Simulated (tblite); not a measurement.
A geometry optimisation, step by step.

Species: C7H4OS2.
Bonds: O1–C2 (double), C2–C3, C3–C4 (aromatic), C4–C5 (aromatic), C5–S6 (aromatic), S6–C7 (aromatic), C7–C8 (aromatic), C8–C9 (aromatic), C9–S10 (aromatic), C3–S10 (aromatic), C5–C9 (aromatic). Hydrogens: H11 on C2; H12 on C4; H13 on C7; H14 on C8.

Computed with GFN2-xTB (tblite), gas phase: L-BFGS steps from a force-field or distance-geometry start until the largest atomic force falls under 0.01 eV/Å. 5 of its 36 geometries are shown.

Step 0: E = -745.7814 eV, largest atomic force 19.980 eV/Å
```
atom  x, y, z in Å  |  force x, y, z in eV/Å
O1      3.891    0.910    0.923   -2.151  -1.816  -2.742
C2      3.193    0.306    0.038    1.930   2.654   4.292
C3      1.757    0.225    0.129   -2.136  -0.267  -0.390
C4      0.934   -0.405   -0.788    2.624  -0.638  -1.078
C5     -0.376   -0.300   -0.416    3.798 -10.210 -16.749
S6     -1.906   -0.993   -1.321   -0.259  -1.116  -1.727
C7     -3.064   -0.364   -0.176    1.965   0.454   0.528
C8     -2.282    0.281    0.746   -2.633   0.533   1.221
C9     -0.944    0.201    0.450   -4.276   9.654  15.800
S10     0.520    0.871    1.312    1.354   1.195   1.738
H11     3.761   -0.159   -0.756   -0.478  -0.341  -0.559
H12     1.363   -0.932   -1.653   -0.641   0.291   0.454
H13    -4.143   -0.430   -0.121    0.572  -0.264  -0.538
H14    -2.704    0.790    1.611    0.332  -0.129  -0.250
```

Step 9: E = -749.5829 eV, largest atomic force 0.351 eV/Å
```
atom  x, y, z in Å  |  force x, y, z in eV/Å
O1      3.756    0.910    0.936   -0.180   0.063   0.118
C2      3.074    0.340    0.122    0.121   0.032   0.052
C3      1.637    0.208    0.110   -0.188   0.027   0.069
C4      0.902   -0.457   -0.844   -0.249  -0.019  -0.019
C5     -0.474   -0.410   -0.588    0.121  -0.028  -0.050
S6     -1.897   -1.024   -1.369    0.315  -0.065  -0.140
C7     -2.878   -0.332   -0.140    0.038   0.013   0.006
C8     -2.197    0.335    0.825    0.219  -0.094  -0.186
C9     -0.805    0.295    0.574   -0.042   0.015   0.036
S10     0.608    0.901    1.347    0.047   0.138   0.208
H11     3.547   -0.164   -0.741   -0.040  -0.093  -0.146
H12     1.352   -0.945   -1.681    0.041  -0.132  -0.209
H13    -3.931   -0.467   -0.214   -0.309  -0.017   0.018
H14    -2.696    0.809    1.641    0.106   0.158   0.243
```

Step 18: E = -749.6062 eV, largest atomic force 0.084 eV/Å
```
atom  x, y, z in Å  |  force x, y, z in eV/Å
O1      3.711    0.923    0.962   -0.005   0.034   0.054
C2      3.058    0.343    0.130   -0.013  -0.002  -0.001
C3      1.623    0.205    0.106   -0.008  -0.019  -0.027
C4      0.898   -0.463   -0.855    0.010  -0.024  -0.041
C5     -0.470   -0.414   -0.593    0.034  -0.040  -0.066
S6     -1.884   -1.027   -1.376   -0.021  -0.024  -0.039
C7     -2.877   -0.333   -0.144    0.015   0.017   0.033
C8     -2.183    0.332    0.817    0.004   0.016   0.028
C9     -0.796    0.291    0.567   -0.020   0.019   0.029
S10     0.609    0.904    1.350   -0.003   0.016   0.024
H11     3.535   -0.161   -0.734    0.041  -0.001  -0.008
H12     1.340   -0.958   -1.698    0.032  -0.022  -0.040
H13    -3.938   -0.467   -0.213   -0.014   0.013   0.019
H14    -2.627    0.825    1.659   -0.053   0.018   0.035
```

Step 26: E = -749.6103 eV, largest atomic force 0.050 eV/Å
```
atom  x, y, z in Å  |  force x, y, z in eV/Å
O1      3.671    0.938    0.992   -0.011   0.006   0.016
C2      3.055    0.348    0.140    0.004   0.002  -0.015
C3      1.622    0.192    0.085    0.002  -0.001   0.007
C4      0.897   -0.477   -0.877   -0.008   0.008   0.011
C5     -0.472   -0.423   -0.608    0.004  -0.012  -0.018
S6     -1.902   -1.028   -1.375    0.007  -0.010  -0.016
C7     -2.881   -0.327   -0.133    0.014   0.008   0.005
C8     -2.175    0.334    0.821    0.019   0.001   0.000
C9     -0.792    0.284    0.555    0.006   0.004   0.002
S10     0.616    0.894    1.333   -0.010   0.008   0.016
H11     3.567   -0.144   -0.711    0.031  -0.011  -0.016
H12     1.348   -0.970   -1.719   -0.049   0.002   0.011
H13    -3.944   -0.453   -0.191    0.003   0.001   0.005
H14    -2.611    0.832    1.667   -0.013  -0.006  -0.008
```

Step 35: E = -749.6108 eV, largest atomic force 0.009 eV/Å
```
atom  x, y, z in Å  |  force x, y, z in eV/Å
O1      3.663    0.941    0.998   -0.002   0.001   0.004
C2      3.056    0.348    0.140    0.001   0.002  -0.002
C3      1.624    0.190    0.081    0.003  -0.001   0.001
C4      0.895   -0.478   -0.879    0.002   0.001   0.000
C5     -0.473   -0.423   -0.609    0.002  -0.001  -0.002
S6     -1.902   -1.028   -1.376   -0.005   0.000   0.000
C7     -2.879   -0.327   -0.133   -0.003   0.001   0.003
C8     -2.173    0.335    0.821    0.001   0.000   0.001
C9     -0.790    0.284    0.556    0.002   0.001   0.001
S10     0.619    0.893    1.331    0.005   0.002   0.002
H11     3.578   -0.141   -0.707    0.000  -0.003  -0.003
H12     1.336   -0.974   -1.724   -0.002   0.000   0.000
H13    -3.942   -0.451   -0.188   -0.004  -0.005  -0.007
H14    -2.612    0.831    1.666   -0.002   0.001   0.000
```

Task: Summarise the path.

Result: The energy falls by 369.48 kJ/mol from step 0 to step 35; nine tenths of that is first reached at step 4. It falls at every step. The largest force goes from 19.980 to 0.009 eV/Å. Among the bonds C5–C9 changes most, from 1.150 to 1.399 Å; the atoms move by 0.170 Å rms after alignment.

Task: Follow the three bonds and two angles with the largest change from start to end.

Result: 
| step | E above end (kJ/mol) | largest force (eV/Å) | C5–C9 (Å) | C5–S6 (Å) | C9–S10 (Å) | C4–C5–C9 (°) | C5–C9–C8 (°) |
| --- | --- | --- | --- | --- | --- | --- | --- |
| 0 | 369.48 | 19.980 | 1.150 | 1.907 | 1.827 | 135.4 | 132.0 |
| 2 | 91.42 | 3.512 | 1.488 | 1.758 | 1.722 | 116.2 | 114.1 |
| 3 | 51.91 | 1.541 | 1.422 | 1.752 | 1.738 | 115.2 | 113.8 |
| 5 | 25.48 | 1.149 | 1.371 | 1.754 | 1.757 | 114.1 | 113.7 |
| 6 | 11.78 | 1.226 | 1.407 | 1.743 | 1.740 | 112.1 | 112.2 |
| 8 | 5.35 | 0.661 | 1.408 | 1.741 | 1.728 | 112.9 | 112.7 |
| 9 | 2.70 | 0.351 | 1.398 | 1.736 | 1.722 | 113.7 | 113.3 |
| 11 | 1.11 | 0.162 | 1.397 | 1.727 | 1.722 | 114.2 | 113.3 |
| 12 | 0.97 | 0.162 | 1.399 | 1.726 | 1.723 | 114.2 | 113.2 |
| 14 | 0.75 | 0.119 | 1.401 | 1.729 | 1.725 | 114.1 | 112.8 |
| 15 | 0.66 | 0.115 | 1.400 | 1.730 | 1.725 | 114.0 | 112.7 |
| 17 | 0.52 | 0.086 | 1.397 | 1.729 | 1.723 | 113.9 | 112.9 |
| 18 | 0.45 | 0.084 | 1.396 | 1.728 | 1.722 | 113.8 | 113.1 |
| 20 | 0.32 | 0.066 | 1.397 | 1.728 | 1.719 | 113.6 | 113.4 |
| 21 | 0.27 | 0.070 | 1.399 | 1.730 | 1.719 | 113.6 | 113.5 |
| 23 | 0.17 | 0.071 | 1.400 | 1.732 | 1.721 | 113.7 | 113.6 |
| 24 | 0.11 | 0.066 | 1.400 | 1.733 | 1.721 | 113.8 | 113.5 |
| 26 | 0.05 | 0.050 | 1.399 | 1.731 | 1.720 | 113.8 | 113.5 |
| 27 | 0.04 | 0.039 | 1.399 | 1.731 | 1.719 | 113.7 | 113.5 |
| 29 | 0.02 | 0.029 | 1.399 | 1.731 | 1.719 | 113.7 | 113.4 |
| 30 | 0.01 | 0.022 | 1.399 | 1.731 | 1.720 | 113.7 | 113.4 |
| 32 | 0.00 | 0.020 | 1.399 | 1.732 | 1.720 | 113.7 | 113.4 |
| 33 | 0.00 | 0.016 | 1.399 | 1.731 | 1.720 | 113.7 | 113.4 |
| 35 | 0.00 | 0.009 | 1.399 | 1.731 | 1.720 | 113.8 | 113.4 |

What follows is the cost of the whole relaxation. Time: 0.45 s wall. Hardware: Arm Neoverse N1, one thread, on a shared host.
